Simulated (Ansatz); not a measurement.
Question: Name a neutral molecule of C, O, Si and H with HOMO–LUMO gap (PBE/def2-TZVPP) between 3.70 and 4.00 eV and size of the dipole moment (B3LYP/def2-TZVPP) between 2.45 and 2.75 D (Ansatz, PBE0-D4/def2-TZVP geometry).

Answer: `CC(C)(C)O[Si]O` (3.87 eV, 2.65 D). Other molecules can fit too; these were computed, each in one conformer that needn't be the lowest.

B3LYP here is the variant with VWN-RPA as its local correlation; programs differ in this.
